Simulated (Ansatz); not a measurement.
Nudged elastic band run: ClGeH$_{3}$

The input (input.yaml):

```yaml
crystal:
  periodic: [false, false, false]
  atoms:
    - { symbol: Ge, position_ang: [0.267821, 0.019312, 0.189498] }
    - { symbol: H, position_ang: [0.24056, -0.036801, 1.737081] }
    - { symbol: H, position_ang: [1.717912, -0.036868, -0.351783] }
    - { symbol: H, position_ang: [-0.487005, 1.261941, -0.344394] }
    - { symbol: Cl, position_ang: [-0.778988, -1.754284, -0.550803] }
basis:
  gaussian: { orbitals: def2-SVP }
hamiltonian:
  xc: revpbe
  dispersion: d4
neb:
  order_check: false
  images: 5
  f_tol: 0.03
  max_iterations: 60
  max_displacement: 0.5
  optimiser: fire
  final_atoms:
    - { symbol: Ge, position_ang: [0.12487074, 0.0928649, -0.9690394] }
    - { symbol: H, position_ang: [1.02616737, 0.1998336, 1.31527099] }
    - { symbol: H, position_ang: [1.6220838, -0.09055978, 0.90902579] }
    - { symbol: H, position_ang: [-0.7584219, 1.01640206, 0.03633763] }
    - { symbol: Cl, position_ang: [-1.05440001, -1.76524078, -0.61199601] }
  initial_path:
    images:
      - { positions_ang: [[0.267821, 0.019312, 0.189498], [0.24056, -0.036801, 1.737081], [1.717912, -0.036868, -0.351783], [-0.487005, 1.261941, -0.344394], [-0.778988, -1.754284, -0.550803]] }
      - { positions_ang: [[0.17848608, 0.01271379, 0.12628942], [0.51908131, -0.02355015, 1.61794133], [1.69841387, -0.02359414, -0.04946949], [-0.56877152, 1.26212124, -0.40220152], [-0.86690974, -1.77439074, -0.61296073]] }
      - { positions_ang: [[0.08915115, 0.00611559, 0.06308085], [0.79760262, -0.0102993, 1.49880166], [1.67891574, -0.01032028, 0.25284401], [-0.65053804, 1.26230147, -0.46000905], [-0.95483148, -1.79449748, -0.67511847]] }
      - { positions_ang: [[-0.00018377, -0.00048262, -0.00012773], [1.07612394, 0.00295155, 1.37966199], [1.65941761, 0.00295358, 0.55515752], [-0.73230456, 1.26248171, -0.51781657], [-1.04275322, -1.81460421, -0.7372762]] }
      - { positions_ang: [[0.04150107, 0.03063322, -0.32309828], [1.05947175, 0.0685789, 1.35819832], [1.64697301, -0.02821754, 0.67311361], [-0.74101034, 1.18045516, -0.33309851], [-1.04663549, -1.79814974, -0.69551614]] }
      - { positions_ang: [[0.0831859, 0.06174906, -0.64606884], [1.04281956, 0.13420625, 1.33673465], [1.63452841, -0.05938866, 0.7910697], [-0.74971612, 1.09842861, -0.14838044], [-1.05051775, -1.78169526, -0.65375607]] }
      - { positions_ang: [[0.12487074, 0.0928649, -0.9690394], [1.02616737, 0.1998336, 1.31527099], [1.6220838, -0.09055978, 0.90902579], [-0.7584219, 1.01640206, 0.03633763], [-1.05440001, -1.76524078, -0.61199601]] }
```

Command:

```bash
$ ansatz run input.yaml --threads 1 --pin off --max-ram 2048MiB --backend cpu --events-out ev --progress --plain --runs-dir out
```

Output, in part (warnings, iteration lines, the closing report on the highest movable image, with atoms numbered from 0):

```
NEB end point (image 0): max|allowed force component| = 2.583e-3 eV/Å (the criterion of neb.relax_end_points is 1.000e-2)
NEB end point (image 6): max|allowed force component| = 1.080e-2 eV/Å (the criterion of neb.relax_end_points is 1.000e-2)
NEB iter   1: max|band force component| = 4.446e0 eV/Å  barrier→ = 3.8665 eV  barrier← = 2.7569 eV  Δτ_max = 0.0782 Å  (191 SCF iters)
NEB iter   2: max|band force component| = 1.946e0 eV/Å  barrier→ = 3.6289 eV  barrier← = 2.5192 eV  Δτ_max = 0.0919 Å  (131 SCF iters)
NEB iter   3: max|band force component| = 2.435e0 eV/Å  barrier→ = 3.1728 eV  barrier← = 2.0632 eV  Δτ_max = 0.0401 Å  (129 SCF iters)
NEB iter   4: max|band force component| = 1.904e0 eV/Å  barrier→ = 2.9849 eV  barrier← = 1.8753 eV  Δτ_max = 0.0757 Å  (129 SCF iters)
NEB iter   5: max|band force component| = 1.748e0 eV/Å  barrier→ = 2.6960 eV  barrier← = 1.5864 eV  Δτ_max = 0.0962 Å  (129 SCF iters)
NEB iter   6: max|band force component| = 1.798e0 eV/Å  barrier→ = 2.4715 eV  barrier← = 1.3619 eV  Δτ_max = 0.0944 Å  (127 SCF iters)
NEB iter   7: max|band force component| = 1.289e0 eV/Å  barrier→ = 2.3536 eV  barrier← = 1.2440 eV  Δτ_max = 0.0857 Å  (128 SCF iters)
NEB iter   8: max|band force component| = 1.146e0 eV/Å  barrier→ = 2.3226 eV  barrier← = 1.2130 eV  Δτ_max = 0.0165 Å  (124 SCF iters)
NEB iter   9: max|band force component| = 9.855e-1 eV/Å  barrier→ = 2.2991 eV  barrier← = 1.1895 eV  Δτ_max = 0.0309 Å  (132 SCF iters)
NEB iter  10: max|band force component| = 7.880e-1 eV/Å  barrier→ = 2.2700 eV  barrier← = 1.1604 eV  Δτ_max = 0.0447 Å  (128 SCF iters)
NEB iter  11: max|band force component| = 7.432e-1 eV/Å  barrier→ = 2.2507 eV  barrier← = 1.1411 eV  Δτ_max = 0.0547 Å  (128 SCF iters)
NEB iter  12: max|band force component| = 6.358e-1 eV/Å  barrier→ = 2.2388 eV  barrier← = 1.1292 eV  Δτ_max = 0.0092 Å  (127 SCF iters)
NEB iter  13: max|band force component| = 5.026e-1 eV/Å  barrier→ = 2.2317 eV  barrier← = 1.1221 eV  Δτ_max = 0.0166 Å  (131 SCF iters)
NEB iter  14: max|band force component| = 1.192e0 eV/Å  barrier→ = 2.2208 eV  barrier← = 1.1112 eV  CI = image 3  Δτ_max = 0.0283 Å  (129 SCF iters)
NEB iter  15: max|band force component| = 9.543e-1 eV/Å  barrier→ = 2.2489 eV  barrier← = 1.1393 eV  CI = image 3  Δτ_max = 0.0416 Å  (128 SCF iters)
NEB iter  16: max|band force component| = 8.361e-1 eV/Å  barrier→ = 2.2806 eV  barrier← = 1.1710 eV  CI = image 3  Δτ_max = 0.0491 Å  (129 SCF iters)
NEB iter  17: max|band force component| = 7.843e-1 eV/Å  barrier→ = 2.2802 eV  barrier← = 1.1706 eV  CI = image 3  Δτ_max = 0.0488 Å  (127 SCF iters)
NEB iter  18: max|band force component| = 6.492e-1 eV/Å  barrier→ = 2.2431 eV  barrier← = 1.1335 eV  CI = image 3  Δτ_max = 0.0094 Å  (125 SCF iters)
NEB iter  19: max|band force component| = 5.250e-1 eV/Å  barrier→ = 2.2450 eV  barrier← = 1.1354 eV  CI = image 3  Δτ_max = 0.0170 Å  (117 SCF iters)
NEB iter  20: max|band force component| = 3.244e-1 eV/Å  barrier→ = 2.2473 eV  barrier← = 1.1376 eV  CI = image 3  Δτ_max = 0.0215 Å  (123 SCF iters)
NEB iter  21: max|band force component| = 2.278e-1 eV/Å  barrier→ = 2.2475 eV  barrier← = 1.1379 eV  CI = image 3  Δτ_max = 0.0224 Å  (127 SCF iters)
NEB iter  22: max|band force component| = 2.495e-1 eV/Å  barrier→ = 2.2431 eV  barrier← = 1.1335 eV  CI = image 3  Δτ_max = 0.0037 Å  (127 SCF iters)
NEB iter  23: max|band force component| = 2.015e-1 eV/Å  barrier→ = 2.2415 eV  barrier← = 1.1319 eV  CI = image 3  Δτ_max = 0.0067 Å  (103 SCF iters)
NEB iter  24: max|band force component| = 1.807e-1 eV/Å  barrier→ = 2.2390 eV  barrier← = 1.1294 eV  CI = image 3  Δτ_max = 0.0092 Å  (130 SCF iters)
NEB iter  25: max|band force component| = 1.865e-1 eV/Å  barrier→ = 2.2360 eV  barrier← = 1.1264 eV  CI = image 3  Δτ_max = 0.0128 Å  (127 SCF iters)
NEB iter  26: max|band force component| = 1.819e-1 eV/Å  barrier→ = 2.2326 eV  barrier← = 1.1230 eV  CI = image 3  Δτ_max = 0.0163 Å  (129 SCF iters)
NEB iter  27: max|band force component| = 1.862e-1 eV/Å  barrier→ = 2.2289 eV  barrier← = 1.1192 eV  CI = image 3  Δτ_max = 0.0194 Å  (125 SCF iters)
NEB iter  28: max|band force component| = 1.607e-1 eV/Å  barrier→ = 2.2250 eV  barrier← = 1.1154 eV  CI = image 3  Δτ_max = 0.0243 Å  (127 SCF iters)
NEB iter  29: max|band force component| = 1.107e-1 eV/Å  barrier→ = 2.2212 eV  barrier← = 1.1115 eV  CI = image 3  Δτ_max = 0.0286 Å  (127 SCF iters)
NEB iter  30: max|band force component| = 1.001e-1 eV/Å  barrier→ = 2.2178 eV  barrier← = 1.1082 eV  CI = image 3  Δτ_max = 0.0302 Å  (125 SCF iters)
NEB iter  31: max|band force component| = 1.561e-1 eV/Å  barrier→ = 2.2158 eV  barrier← = 1.1062 eV  CI = image 3  Δτ_max = 0.0046 Å  (125 SCF iters)
NEB iter  32: max|band force component| = 1.116e-1 eV/Å  barrier→ = 2.2155 eV  barrier← = 1.1059 eV  CI = image 3  Δτ_max = 0.0079 Å  (103 SCF iters)
NEB iter  33: max|band force component| = 4.936e-2 eV/Å  barrier→ = 2.2153 eV  barrier← = 1.1057 eV  CI = image 3  Δτ_max = 0.0015 Å  (117 SCF iters)
NEB iter  34: max|band force component| = 4.592e-2 eV/Å  barrier→ = 2.2152 eV  barrier← = 1.1056 eV  CI = image 3  Δτ_max = 0.0026 Å  (97 SCF iters)
NEB iter  35: max|band force component| = 4.124e-2 eV/Å  barrier→ = 2.2151 eV  barrier← = 1.1055 eV  CI = image 3  Δτ_max = 0.0037 Å  (99 SCF iters)
NEB iter  36: max|band force component| = 3.739e-2 eV/Å  barrier→ = 2.2150 eV  barrier← = 1.1054 eV  CI = image 3  Δτ_max = 0.0048 Å  (98 SCF iters)
NEB iter  37: max|band force component| = 3.320e-2 eV/Å  barrier→ = 2.2148 eV  barrier← = 1.1052 eV  CI = image 3  Δτ_max = 0.0058 Å  (100 SCF iters)
NEB iter  38: max|band force component| = 2.964e-2 eV/Å  barrier→ = 2.2146 eV  barrier← = 1.1050 eV  CI = image 3  Δτ_max = 0.0000 Å  (224 SCF iters)
Total energy: -69070.79609760 eV, -2538.3049387198 hartree
Atom 0 at     0.310591     0.030449    -0.482261 Å, force    -0.000330    -0.030350    -0.001396 eV/Å
Atom 1 at     0.522542     0.118839     1.282398 Å, force    -0.016591     0.015749    -0.010356 eV/Å
Atom 2 at     1.599879    -0.116487     0.402315 Å, force     0.007637    -0.005424    -0.005232 eV/Å
Atom 3 at    -0.574203     1.231187    -0.043387 Å, force    -0.001448     0.011652     0.019576 eV/Å
Atom 4 at    -0.898509    -1.810688    -0.479466 Å, force     0.010732     0.008372    -0.002592 eV/Å
Dipole moment:     0.226880     0.316701     0.002589 e Å
```

It converged. Another band between the same ends (5 images) ends at a top of the same energy, where a vibrational analysis finds 1 clearly imaginary mode. The orbitals stay closed-shell, which can raise the energy where a bond breaks towards radicals; this wasn't checked here.

Final band (atoms are numbered from 1 in the order of the input):

| image | path coordinate (Å) | energy (eV) | Ge1–H2 (Å) | Ge1–H3 (Å) | H2–H3 (Å) |
| --- | --- | --- | --- | --- | --- |
| 0 | 0.00 | 0.00 | 1.55 | 1.55 | 2.56 |
| 1 | 0.42 | 0.39 | 1.52 | 1.54 | 2.18 |
| 2 | 0.84 | 1.49 | 1.59 | 1.52 | 1.79 |
| 3 | 1.26 | 2.21 | 1.78 | 1.57 | 1.41 |
| 4 | 1.63 | 1.63 | 1.94 | 1.72 | 1.00 |
| 5 | 2.00 | 1.14 | 2.22 | 2.11 | 0.79 |
| 6 | 2.36 | 1.11 | 2.46 | 2.41 | 0.78 |

The run took 3.7 min on 1 thread of Arm Neoverse V1, with other jobs on the host, peak memory 0.11 GiB.
